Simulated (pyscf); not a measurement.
**Ring closure: `[CH]=[CH][CH]=[CH2]` [doublet] -> `[CH2][CH]1[CH]=[CH]1` [doublet]**

Gas phase, doublet surface, charge 0. Bonds broken: none. Bonds formed: C2–C4. Structures and frequencies: ωB97X-D3(BJ)/def2-SVP in PySCF. MP2 and CC: frozen core, UHF for open shells. ΔMP2 is the change of the MP2 total energy from the triple- to the quadruple-zeta basis.

Transition state (Å):

```xyz
9

C      0.5226    -0.6230    -0.1931
C     -0.7110    -0.1806     0.2579
C     -0.9017     0.6568     1.4814
C     -0.9198     1.6524     0.6546
H      0.6018    -1.2409    -1.0917
H      1.4465    -0.3218     0.3100
H     -1.6124    -0.5635    -0.2362
H     -0.9497     0.4305     2.5521
H     -0.9389     2.7163     0.4278
```

One imaginary mode, 757i cm⁻¹; descent along it reached the two sides named, in the forms told below.

```csv
bond,change,reactant side (Å),saddle,product side
C2–C4,forms,2.506,1.887,1.521
```

Electronic energies relative to the reactant's lowest minimum found (kcal/mol):

```csv
level,barrier,reaction energy,reverse barrier
ωB97X-D3(BJ)/def2-TZVP,26.3,+16.2,10.1
PBE/def2-TZVP,23.1,+16.9,6.2
r²SCAN/def2-TZVP,25.7,+18.6,7.1
B3LYP-D3(BJ)/def2-TZVP,27.1,+21.2,5.9
PBE0-D3(BJ)/def2-TZVP,25.2,+16.3,8.9
M06-2X/def2-TZVP,27.1,+16.1,11.0
ωB97M-D3(BJ)/def2-TZVP,26.3,+17.7,8.6
HF/def2-TZVP,37.6,+31.1,6.6
MP2/def2-QZVPP,22.5,+1.7,20.8
CCSD/def2-TZVPP,27.8,+19.0,8.7
CCSD(T)/def2-TZVPP,26.6,+18.8,7.8
CCSD(T)/def2-TZVPP + ΔMP2(QZVPP),26.2,+18.1,8.1
```

With CCSD(T)/def2-TZVPP + ΔMP2(QZVPP) energies and thermal terms (ideal gas, 1 atm, RRHO with modes under 100 cm⁻¹ raised to 100, one conformer, R ln 2 for chiral ones without a mode under 150 cm⁻¹), in kcal/mol:

| T (K) | ΔH‡ | ΔG‡ | ΔH | ΔG |
|---|---|---|---|---|
| 298 | 24.3 | 24.3 | +17.1 | +17.4 |
| 600 | 24.1 | 24.3 | +17.4 | +17.5 |
| 900 | 23.8 | 24.5 | +17.6 | +17.5 |
| 1200 | 23.4 | 24.8 | +17.8 | +17.4 |

On the reactant side the descent ends in a point that may be a rotor saddle (no frequency run), 2.2 kcal/mol over the lowest minimum found and 24.1 kcal/mol under the saddle at ωB97X-D3(BJ)/def2-TZVP. •HC=CH–CH=CH₂ lies 11.3 kcal/mol over its isomer •HC=C=CH–CH₃ (electronic energy, ωB97M-D3(BJ)/def2-TZVP). cyclic C₄H₅ (SMILES [CH2]C1C=C1) [doublet] lies 28.9 kcal/mol over its isomer •HC=C=CH–CH₃ (electronic energy, ωB97M-D3(BJ)/def2-TZVP). One saddle was located; it need not be the lowest between these sides. The CCSD(T) − MP2 part came from Ansatz, without density fitting, on the same reference. An open-shell T1 diagnostic exceeds 0.045. A UHF reference is spin-contaminated (<S²> up to 1.26), which harms MP2 most.
